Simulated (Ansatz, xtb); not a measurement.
**Two conformers of AlH5O3Si**

Structure I: `[OH][Al]([OH])[O][SiH3]`, a singlet. Structure II: `[OH][Al]([OH])[O][SiH3]`, a singlet. Both are isolated molecules in the gas phase, relaxed with PBE0-D4/def2-SVP.

I (Å):

```xyz
10

Al    1.6787    0.1440   -0.0277
O     1.7444    0.7211   -1.6187
O     2.8880    0.5853    1.0698
O     0.4303   -0.8673    0.4937
Si   -0.5378   -1.8251    1.4163
H     1.1019    0.5188   -2.2997
H     3.6238    1.1544    0.8398
H    -1.1417   -1.0430    2.5384
H    -1.6436   -2.3792    0.5770
H     0.2372   -2.9668    1.9919
```

II (Å):

```yaml
atoms:
  - { symbol: Al, position_ang: [0.8744, 0.5361, -0.9254] }
  - { symbol: O, position_ang: [0.3260, 1.4072, -2.2658] }
  - { symbol: O, position_ang: [2.5500, 0.3809, -0.7683] }
  - { symbol: O, position_ang: [-0.1959, -0.1430, 0.1975] }
  - { symbol: Si, position_ang: [-1.2234, -0.7792, 1.3095] }
  - { symbol: H, position_ang: [-0.5927, 1.5735, -2.4762] }
  - { symbol: H, position_ang: [2.9961, -0.0826, -0.0597] }
  - { symbol: H, position_ang: [-2.4590, 0.0564, 1.4191] }
  - { symbol: H, position_ang: [-1.6213, -2.1661, 0.9178] }
  - { symbol: H, position_ang: [-0.5712, -0.8344, 2.6544] }
```

**Question.** Estimate which is lower in electronic energy at CCSD(T)/def2-SVP + ΔMP2/def2-TZVPP, and by roughly how much.

**Answer.** Too close to call at this level: CCSD(T)/def2-SVP + ΔMP2/def2-TZVPP gives E(II) − E(I) = +3.49 kJ/mol.

Level by level:

```csv
level,geometry,E(II) − E(I) (kJ/mol),departure from the last row (kJ/mol),"job, with rough time for the two"
PBE0-D4/def2-SVP,PBE0-D4/def2-SVP,+4.35,+0.86,"optimisation, 84 s"
HF/def2-SVP,PBE0-D4/def2-SVP,+4.48,+0.99,part of the CCSD(T) run
MP2/def2-SVP,PBE0-D4/def2-SVP,+5.31,+1.82,part of the CCSD(T) run
CCSD(T)/def2-SVP,PBE0-D4/def2-SVP,+5.31,+1.83,single point
CCSD(T)/def2-SVP + ΔMP2/def2-TZVPP,PBE0-D4/def2-SVP,+3.49,,"single point, 24 s"
```

The largest departure from CCSD(T)/def2-SVP + ΔMP2/def2-TZVPP is that of CCSD(T)/def2-SVP, 1.83 kJ/mol. A small imaginary or near-zero mode remains, so no thermal terms are given. Levels run at GFN2-xTB geometries aren't shown. The last row adds to CCSD(T) the change of the MP2 difference between the two basis sets, here −1.83 kJ/mol.

The correlated steps freeze 13 core orbitals. Run with Ansatz 0.2.0; the last row on 2 threads of Arm Neoverse V1 on a shared host.
